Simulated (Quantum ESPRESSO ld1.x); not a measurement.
Values are calculated unless marked as measured or tabulated.
Task: All-electron atom: Ga XVII in [He] 2s2 2p5 3s2 3p3 3d1 (not the ground configuration). Code: ld1.x of Quantum ESPRESSO 7.5. Model: scalar-relativistic Kohn-Sham, LDA (Slater exchange, Perdew-Zunger correlation), spin-polarised, spherical densities, point nucleus; open shells are filled with parallel spins first. Some entries of the table are withheld. Estimate them.

orbital,occ.,eigenvalue (eV),r(max) (bohr),<1/r> (bohr^-1)
1s up,1,-10893.9,0.03183,31.26
1s down,1,-10884.8,0.03182,31.27
2s up,1,-1887.02,0.1808,6.973
2s down,1,-1874.07,0.1809,6.969
2p up,3,-1737.23,0.1443,6.842
2p down,2,-1722.50,0.1446,6.836
3s up,1,-638.877,0.5116,2.644
3s down,1,-624.647,0.5134,2.621
3p up,3,-590.346,0.4965,2.563
3p down,0,-575.838,0.4986,2.542
3d up,1,-518.047,0.4099,2.425
3d down,0,-503.863,0.4099,2.414
4s up,0,-309.002,1.071,1.339
4s down,0,-304.464,1.083,1.321
4p up,0,(1),1.082,1.299
4p down,0,(2),1.097,1.282
4d up,0,-262.960,1.062,(3)
4d down,0,-258.663,1.079,(4)
4f up,0,-242.366,0.8613,(5)
4f down,0,-236.270,0.8894,(6)

Result: 
(1) 4p up eigenvalue (eV): -290.021
(2) 4p down eigenvalue (eV): -285.528
(3) 4d up <1/r> (bohr^-1): 1.237
(4) 4d down <1/r> (bohr^-1): 1.218
(5) 4f up <1/r> (bohr^-1): 1.160
(6) 4f down <1/r> (bohr^-1): 1.127
